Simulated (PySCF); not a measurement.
Isomers of C4H9F3Si2, mass 170.019 u with the commonest isotopes. Method used: PBE0/pcSseg-1 in PySCF (dipole) on a GFN2-xTB geometry, gas phase. One conformer each, none proved a minimum here; rigid rotors.

Question: Order these by radius of gyration √(Σ m r²/M), largest first.
A. `[F:1][C:2]([F:3])([F:4])[CH:5]1[CH2:6][SiH2:7][SiH2:8][CH2:9]1` with C2–C5–C6–Si7 -76°, C5–C6–Si7–Si8 -24°, C6–Si7–Si8–C9 0°, Si7–Si8–C9–C5 24°
B. `[CH2:1]=[CH:2][Si@H:3]([CH2:4][SiH3:5])[C:6]([F:7])([F:8])[F:9]` with C1–C2–Si3–C4 -29°, C2–Si3–C4–Si5 -171°
C. `[CH3:1][SiH2:2]/[CH:3]=[C:4](/[SiH3:5])[C:6]([F:7])([F:8])[F:9]` with C1–Si2–C3–C4 91°

Answer: B (2.295 Å), C (2.267 Å), A (2.047 Å).

Question: Order these by out-of-plane moment Σ m c² = (Ia + Ib − Ic)/2, largest first.
A. `[F:1][C:2]([F:3])([F:4])[CH:5]1[CH2:6][SiH2:7][SiH2:8][CH2:9]1` with C2–C5–C6–Si7 -76°, C5–C6–Si7–Si8 -24°, C6–Si7–Si8–C9 0°, Si7–Si8–C9–C5 24°
B. `[CH3:1][SiH2:2]/[CH:3]=[C:4](/[SiH3:5])[C:6]([F:7])([F:8])[F:9]` with C1–Si2–C3–C4 91°
C. `[CH2:1]=[CH:2][Si@H:3]([CH2:4][SiH3:5])[C:6]([F:7])([F:8])[F:9]` with C1–C2–Si3–C4 -29°, C2–Si3–C4–Si5 -171°

Answer: A (96.08 u·Å²), B (83.75 u·Å²), C (63.21 u·Å²).

Question: Order these by rotational constant A, smallest first.
A. `[CH3:1][SiH2:2]/[CH:3]=[C:4](/[SiH3:5])[C:6]([F:7])([F:8])[F:9]` with C1–Si2–C3–C4 91°
B. `[F:1][C:2]([F:3])([F:4])[CH:5]1[CH2:6][SiH2:7][SiH2:8][CH2:9]1` with C2–C5–C6–Si7 -76°, C5–C6–Si7–Si8 -24°, C6–Si7–Si8–C9 0°, Si7–Si8–C9–C5 24°
C. `[CH2:1]=[CH:2][Si@H:3]([CH2:4][SiH3:5])[C:6]([F:7])([F:8])[F:9]` with C1–C2–Si3–C4 -29°, C2–Si3–C4–Si5 -171°

Answer: C (1173 MHz), A (1611 MHz), B (1800 MHz).

| SMILES | point group | Ia (u·Å²) | Ib (u·Å²) | Ic (u·Å²) | κ | μa (D) | μb (D) | μc (D) |
| --- | --- | --- | --- | --- | --- | --- | --- | --- |
| C[SiH2]/C=C(/[SiH3])C(F)(F)F | C1 | 313.68 | 644.23 | 790.42 | -0.70 | 0.72 | 2.08 | 0.39 |
| FC(F)(F)C1C[SiH2][SiH2]C1 | Cs | 280.82 | 527.60 | 616.26 | -0.72 | 1.21 | 0.00 | 1.81 |
| C=C[Si@H](C[SiH3])C(F)(F)F | C1 | 430.98 | 527.94 | 832.50 | 0.24 | 0.25 | 3.20 | 0.12 |
